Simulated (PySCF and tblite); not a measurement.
Values are calculated unless marked as measured or tabulated.
Stationary points of C7H9NO at GFN2-xTB, in Å:

Structure A

```
 1 C     3.144    0.795    0.882
 2 C     2.140    0.245    0.220
 3 O     1.757   -1.046    0.436
 4 C     0.501   -1.421    0.106
 5 C    -0.598   -0.672   -0.014
 6 C    -1.996   -1.074   -0.423
 7 C    -2.440    0.389   -0.220
 8 C    -1.043    0.712    0.247
 9 N    -0.612    1.776    0.754
10 H     3.660    0.258    1.658
11 H     3.474    1.790    0.654
12 H     1.602    0.759   -0.570
13 H     0.452   -2.493   -0.056
14 H    -2.470   -1.787    0.250
15 H    -2.079   -1.444   -1.444
16 H    -2.725    0.910   -1.131
17 H    -3.207    0.554    0.533
18 H     0.363    1.777    1.048
```

Structure B

```
 1 C     3.396    0.757    0.568
 2 C     2.379    0.125    0.009
 3 O     1.499   -0.617    0.746
 4 C     0.464   -1.213    0.066
 5 C    -0.719   -0.631   -0.084
 6 C    -2.021   -1.041   -0.724
 7 C    -2.600    0.342   -0.353
 8 C    -1.280    0.685    0.290
 9 N    -0.907    1.720    0.889
10 H     3.570    0.707    1.627
11 H     4.074    1.337   -0.028
12 H     2.181    0.165   -1.057
13 H     0.673   -2.212   -0.312
14 H    -2.507   -1.885   -0.237
15 H    -1.953   -1.242   -1.792
16 H    -2.857    0.980   -1.196
17 H    -3.437    0.328    0.342
18 H     0.046    1.696    1.246
```

Structure C

```
 1 C     3.717    0.551    0.784
 2 C     2.744   -0.172    0.252
 3 O     1.441    0.182    0.382
 4 C     0.497   -0.602   -0.185
 5 C    -0.803   -0.317   -0.098
 6 C    -2.049   -0.990   -0.616
 7 C    -2.881    0.134    0.040
 8 C    -1.592    0.752    0.526
 9 N    -1.386    1.790    1.202
10 H     3.506    1.447    1.338
11 H     4.742    0.257    0.672
12 H     2.933   -1.081   -0.312
13 H     0.852   -1.482   -0.719
14 H    -2.225   -1.986   -0.209
15 H    -2.118   -1.036   -1.702
16 H    -3.438    0.763   -0.650
17 H    -3.546   -0.185    0.839
18 H    -0.404    1.980    1.393
```

Level: PBE0/pcSseg-1 + D3(BJ) on GFN2-xTB stationary points, with GFN2-xTB thermal terms.

Question: Which structure is a saddle point, and along which motion?

Answer: B: one imaginary mode (135i cm⁻¹ at GFN2-xTB, mostly on O3, C2, H12), along the rotation about the C4–O3 bond (torsion C5–C4–O3–C2 from 180° to 336°, rising).

Question: Give their symmetry and energies above the lowest.

Answer: A C1, 1.4 kcal/mol; B C1, 4.1 kcal/mol; C Cs, 0.0 kcal/mol.
